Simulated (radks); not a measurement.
Results of a calculation; reference values are marked as such.
Neutral phosphorus, [Ne] 3s2 3p3. Level of theory: non-relativistic Kohn-Sham, exchange-only LDA, spin-polarised, spherical densities, point nucleus (a radial shooting solver on a logarithmic mesh with Libxc functionals). Every spin shell is full or empty, so the densities are truly spherical. Functionals are evaluated on that one density, not self-consistently. Rank these orbital-free kinetic functionals by their error against the exact value of the orbitals, and give that value: Thomas-Fermi, von Weizsacker, TF + vW, TF + vW/9, LC94, APBEK, revAPBEK, Thakkar, Pearson, LKT.

Answer. Exact: 338.889 hartree. From best to worst, with 100 (|E| - |E exact|)/|E exact| (equal figures are ties): Thakkar -0.03, LC94 +0.16, APBEK +0.29, TF + vW/9 -0.52, revAPBEK +0.66, Pearson -1.61, Thomas-Fermi -7.39, LKT +31.27, von Weizsacker -38.19, TF + vW +54.42.
